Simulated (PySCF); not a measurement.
Trends in electronic spectra. Computed with TDDFT wB97X-D/def2-SVPD, vertical, gas phase, core orbitals frozen in the response in PySCF 2.14.0, density-fitted response routines. Geometries: GFN2-xTB; one conformer of each isolated species. Triplets are in the Tamm–Dancoff approximation. 'Strongest' means the level of largest summed f among the lowest 8 singlets; it needn't be the same kind of state in each.

Problem. Rank by computed HOMO–LUMO gap, lowest first.
A. `C/C=C/P(C)(C)=S`
B. `C=Cc1cnncn1`
C. `N#C[C@@H]1C=C1Cl`
D. `N#Cc1cnccp1`

Solution. B (8.01 eV), D (8.67 eV), A (9.42 eV), C (10.91 eV).

```
          SMILES  gap (eV)  S1 (eV)  LUMO (eV)  f (strongest)  α (au)    S1 mainly
     C=Cc1cnncn1      8.01     3.02      -0.81           0.30    79.5    H→L (92%)
     N#Cc1cnccp1      8.67     4.01      -1.36           0.38    90.9    H→L (98%)
 C/C=C/P(C)(C)=S      9.42     5.37       1.33           0.19   108.4  H-1→L (97%)
N#C[C@@H]1C=C1Cl     10.91     6.38       0.75           0.13    61.5  H-1→L (84%)
```

H and L stand for HOMO and LUMO.

- `C=Cc1cnncn1`: Löwdin shares by element: HOMO nitrogen 78%, carbon 8% or more; LUMO carbon 32% or more, nitrogen 31% or more (atoms not listed hold the other 37%).
- `N#Cc1cnccp1`: Löwdin shares by element: HOMO nitrogen 43% or more, carbon 20% or more, phosphorus 13% (atoms not listed hold the other 23%); LUMO phosphorus 38%, carbon 28% or more, nitrogen 13% or more (atoms not listed hold the other 22%).
- `C/C=C/P(C)(C)=S`: Löwdin shares by element: HOMO sulfur 75%, phosphorus 14%, carbon 8% or more; LUMO carbon 66% or more, phosphorus 8% (atoms not listed hold the other 26%).
- `N#C[C@@H]1C=C1Cl`: Löwdin shares by element: HOMO carbon 64% or more, chlorine 24%; LUMO carbon 66% or more, chlorine 14%, hydrogen 7% or more.
